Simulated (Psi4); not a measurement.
IK (SMILES [K][I]), singlet, geometry from GFN2-xTB (such geometries of metal compounds can be far from the true shape) (core potentials on I); PBE0/def2-SVP (Psi4).

Here is a job for Psi4.
```
memory 2 GB

molecule {
0 1
  K    -0.00000000   -0.00000000   -2.32381628
  I     0.00000000    0.00000000    0.83306621
}

set basis def2-svp

energy('pbe0')
print_variables()
```

**Question.** Predict the main parts of the log of this Psi4 run.

**Answer.** 
```
   => Loading Basis Set <=

    Name: DEF2-SVP
    Role: ORBITAL
    Keyword: BASIS

    !!!  WARNING: ECP capability is in beta. Please check occupations closely.  !!!

         ---------------------------------------------------------
                                   SCF
               by Justin Turney, Rob Parrish, Andy Simmonett
                          and Daniel G. A. Smith
                              RKS Reference
         ---------------------------------------------------------

  ==> Geometry <==

    Molecular point group: c2v
    Full point group: C_inf_v

    Geometry (in Angstrom), charge = 0, multiplicity = 1:

       Center              X                  Y                   Z               Mass
    ------------   -----------------  -----------------  -----------------  -----------------
         K            0.000000000000     0.000000000000    -2.415306595521    38.963706486400
         I            0.000000000000     0.000000000000     0.741575894479   126.904471900000

  Running in c2v symmetry.

  Rotational constants: A = ************  B =      0.05674  C =      0.05674 [cm^-1]
  Rotational constants: A = ************  B =   1701.08593  C =   1701.08593 [MHz]
  Nuclear repulsion =   79.622594716298735

  Charge       = 0
  Multiplicity = 1
  Electrons    = 44
  Nalpha       = 22
  Nbeta        = 22

  ==> Algorithm <==

  SCF Algorithm Type is DF.
  DIIS enabled.
  MOM disabled.
  Fractional occupation disabled.
  Guess Type is SAD.
  Energy threshold   = 1.00e-06
  Density threshold  = 1.00e-06
  Integral threshold = 1.00e-12

  ==> Primary Basis <==

  Basis Set: DEF2-SVP
    Blend: DEF2-SVP
    Number of shells: 20
    Number of basis functions: 50
    Number of Cartesian functions: 54
    Spherical Harmonics?: true
    Max angular momentum: 2

  Core potential: DEF2-SVP
    Number of shells: 4
    Number of ECP primitives: 29
    Number of ECP core electrons: 28
    Max angular momentum: 3

  ==> DFT Potential <==

   => LibXC <=

    Version 7.1.2
    S. Lehtola, C. Steigemann, M. J. T. Oliveira, and M. A. L. Marques,  SoftwareX 7, 1–5 (2018) (10.1016/j.softx.2017.11.002)

   => Composite Functional: PBE0 <=

    PBE0 Hyb-GGA Exchange-Correlation Functional

    C. Adamo and V. Barone,  J. Chem. Phys. 110, 6158 (1999) (10.1063/1.478522)
    M. Ernzerhof and G. E. Scuseria,  J. Chem. Phys. 110, 5029 (1999) (10.1063/1.478401)

    Deriv               =              1
    GGA                 =           TRUE
    Meta                =          FALSE

    Exchange Hybrid     =           TRUE
    MP2 Hybrid          =          FALSE

   => Exchange Functionals <=

    0.7500   Perdew, Burke & Ernzerhof

   => Exact (HF) Exchange <=

    0.2500               HF

   => Correlation Functionals <=

    1.0000   Perdew, Burke & Ernzerhof

   => LibXC Density Thresholds  <==

    XC_HYB_GGA_XC_PBEH:  1.00E-15

   => Molecular Quadrature <=

    Radial Scheme          =       TREUTLER
    Pruning Scheme         =           NONE
    Nuclear Scheme         =       TREUTLER

    Blocking Scheme        =         OCTREE
    BS radius alpha        =              1
    Pruning alpha          =              1
    Radial Points          =             75
    Spherical Points       =            302
    Total Points           =          43969
    Total Blocks           =            468
    Max Points             =            256
    Max Functions          =             50
    Weights Tolerance      =       1.00E-15

   => Loading Basis Set <=

    Name: (DEF2-SVP AUX)
    Role: JKFIT
    Keyword: DF_BASIS_SCF

  ==> Integral Setup <==

  SCF_SUBTYPE=INCORE selected. In-core MEM_DF algorithm will be used.
  Using in-core AOs.

  ==> MemDFJK: Density-Fitted J/K Matrices <==

    J tasked:                   Yes
    K tasked:                   Yes
    wK tasked:                   No
    Algorithm:                 Core
    Schwarz Cutoff:           1E-12
    Mask sparsity (%):       2.4000
    Fitting Condition:        1E-10

   => Auxiliary Basis Set <=

  Basis Set: (DEF2-SVP AUX)
    Blend: DEF2-UNIVERSAL-JKFIT
    Number of shells: 90
    Number of basis functions: 378
    Number of Cartesian functions: 512
    Spherical Harmonics?: true
    Max angular momentum: 5

  Minimum eigenvalue in the overlap matrix is 2.9541498364E-02.
  Reciprocal condition number of the overlap matrix is 9.0109099112E-03.
    Using symmetric orthogonalization.

  ==> Pre-Iterations <==

  SCF Guess: Superposition of Atomic Densities via on-the-fly atomic UHF (no occupation information).

   -------------------------
    Irrep   Nso     Nmo
   -------------------------
     A1        24      24
     A2         4       4
     B1        11      11
     B2        11      11
   -------------------------
    Total      50      50
   -------------------------

  ==> Iterations <==

                           Total Energy        Delta E     RMS |[F,P]|

   @DF-RKS iter SAD:  -894.26674131328173   -8.94267e+02   0.00000e+00
   @DF-RKS iter   1:  -897.23722401682062   -2.97048e+00   1.98398e-02 ADIIS/DIIS
   @DF-RKS iter   2:  -896.59590723086239    6.41317e-01   3.28080e-02 ADIIS/DIIS
   @DF-RKS iter   3:  -897.46512997550087   -8.69223e-01   3.02328e-03 ADIIS/DIIS
   @DF-RKS iter   4:  -897.46918394165027   -4.05397e-03   1.05340e-03 ADIIS/DIIS
   @DF-RKS iter   5:  -897.46985721786564   -6.73276e-04   3.31968e-04 ADIIS/DIIS
   @DF-RKS iter   6:  -897.46991982868531   -6.26108e-05   3.81079e-05 DIIS
   @DF-RKS iter   7:  -897.46992103456591   -1.20588e-06   4.07909e-06 DIIS
   @DF-RKS iter   8:  -897.46992104539072   -1.08248e-08   4.00413e-07 DIIS
  Energy and wave function converged.

  ==> Post-Iterations <==

   Electrons on quadrature grid:
      Ntotal   =   44.0000275355 ; deviation = 2.754e-05

    Orbital Energies [Eh]
    ---------------------

    Doubly Occupied:

[...]
       5B1    -0.191782

    Virtual:

[...]
      24A1    56.084969

    Final Occupation by Irrep:
             A1    A2    B1    B2
    DOCC [    11,    1,    5,    5 ]
    NA   [    11,    1,    5,    5 ]
    NB   [    11,    1,    5,    5 ]

  @DF-RKS Final Energy:  -897.46992104539072

   => Energetics <=

    Nuclear Repulsion Energy =             79.6225947162987353
    One-Electron Energy =               -1503.3946947169449686
    Two-Electron Energy =                 568.4270079503328361
    DFT Exchange-Correlation Energy =     -42.1248289950772090
    Empirical Dispersion Energy =           0.0000000000000000
    VV10 Nonlocal Energy =                  0.0000000000000000
    Total Energy =                       -897.4699210453907199

Computation Completed

Properties will be evaluated at   0.000000,   0.000000,   0.000000 [a0]

Properties computed using the SCF density matrix

 Multipole Moments:

 ------------------------------------------------------------------------------------
     Multipole            Electronic (a.u.)      Nuclear  (a.u.)        Total (a.u.)
 ------------------------------------------------------------------------------------

 L = 1.  Multiply by 2.5417464519 to convert [e a0] to [Debye]
 Dipole X            :          0.0000000            0.0000000            0.0000000
 Dipole Y            :          0.0000000            0.0000000            0.0000000
 Dipole Z            :         47.1747721          -51.6867080           -4.5119359
 Magnitude           :                                                    4.5119359

 ------------------------------------------------------------------------------------

  Variable Map:
  ----------------------------------------------------------------------------
[...]
  Array Variable Map:
  ----------------------------------------------------------------------------
[...]
[...]
```
